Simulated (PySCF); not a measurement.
## Bonding in `CC#CPCC(F)(F)F`

C₅H₆F₃P.
SMILES with atom numbers: `[CH3:1][C:2]#[C:3][PH:4][CH2:5][C:6]([F:7])([F:8])[F:9]` (hydrogens: H10, H11, H12 on C1; H13 on P4; H14, H15 on C5)

Geometry (GFN2-xTB, Å), atoms numbered from 1 in this order:
```
atom  x, y, z in Å
C1     3.552    0.058   -0.092
C2     2.182   -0.324   -0.338
C3     1.024   -0.623   -0.485
P4    -0.612   -1.127   -0.897
C5    -1.443    0.471   -0.333
C6    -2.933    0.266   -0.315
F7    -3.420   -0.047   -1.524
F8    -3.604    1.356    0.095
F9    -3.298   -0.730    0.511
H10    4.137   -0.822    0.175
H11    3.978    0.507   -0.990
H12    3.603    0.778    0.724
H13   -0.841   -1.796    0.318
H14   -1.216    1.271   -1.043
H15   -1.113    0.772    0.664
```

Bond orders from the PBE0/pcSseg-1 density (PySCF). One conformer (not necessarily the lowest) at the GFN2-xTB geometry, without solvent, vibrations or thermal averaging.

Problem. Where do the orders between heavy atoms depart from those drawn in the SMILES?

Solution. The largest departure is 0.214, at C2–C3 (drawn triple, 2.786). Drawn single, order above 1.12: C1–C2 (1.188).

Problem. Set the Mayer orders of the bonds beside their lengths.

Solution. 
| bond | drawn as | length (Å) | Mayer order |
| --- | --- | --- | --- |
| C1–C2 | single | 1.443 | 1.188 |
| C2–C3 | triple | 1.205 | 2.786 |
| C3–P4 | single | 1.761 | 0.915 |
| P4–C5 | single | 1.888 | 0.919 |
| C5–C6 | single | 1.504 | 1.020 |
| C6–F7 | single | 1.340 | 1.002 |
| C6–F8 | single | 1.345 | 1.002 |
| C6–F9 | single | 1.344 | 0.995 |
| C1–H10 | single | 1.090 | 0.921 |
| C1–H11 | single | 1.090 | 0.922 |
| C1–H12 | single | 1.090 | 0.924 |
| P4–H13 | single | 1.406 | 0.940 |
| C5–H14 | single | 1.093 | 0.924 |
| C5–H15 | single | 1.092 | 0.924 |

Bonds between the same two heavy elements. C–C: lowest C5–C6 (1.020, 1.504 Å), highest C2–C3 (2.786, 1.205 Å). C–P: all 2 within 0.02 of one another (0.915 to 0.919). C–F: all 3 within 0.02 of one another (0.995 to 1.002).

Problem. Sum the orders of all bonds at each heavy atom with more than one neighbour and set the sums beside the valence in the SMILES.

Solution. C1 3.955 (drawn 4), C2 3.974 (drawn 4), C3 3.701 (drawn 4), P4 2.774 (drawn 3), C5 3.787 (drawn 4), C6 4.019 (drawn 4). Orders between atoms that aren't bonded are not in these sums.

The Mayer order sums products of elements of PS (density times overlap matrix) between the two atoms' basis functions, so it depends on the basis set.
